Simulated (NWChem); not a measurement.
System: CH₃NOSi; SMILES N#CO[SiH3]

```xyz
7

N      0.3447     2.3230     0.0000
C     -0.1287     1.2572     0.0000
O     -0.6923     0.0941     0.0000
Si     0.1931    -1.3774     0.0000
H      1.0274    -1.4311    -1.2211
H     -0.8604    -2.4106     0.0000
H      1.0274    -1.4311     1.2211
```
Atoms are numbered in this order, from 1.

Computed with NWChem. All runs use the structure optimised with B3LYP/6-31G* (spherical d). Vertical excitations in the gas phase; the lowest state need not have the same character in each row.

```tsv
level	lowest excitation, singlet (eV)	oscillator strength of that lowest state	orbital gap (eV)
PBE/aug-cc-pVDZ, TDA	5.44	0.002	5.36
B3LYP/aug-cc-pVDZ, TDA	6.12	0.004	7.12
BHandHLYP/aug-cc-pVDZ, TDA	[?]	[?]	[?]
```

Q: Some entries are withheld; supply them.

A: 
- BHandHLYP/aug-cc-pVDZ, TDA, lowest excitation, singlet (eV): 6.97
- BHandHLYP/aug-cc-pVDZ, TDA, oscillator strength of that lowest state: 0.010
- BHandHLYP/aug-cc-pVDZ, TDA, orbital gap (eV): 9.62
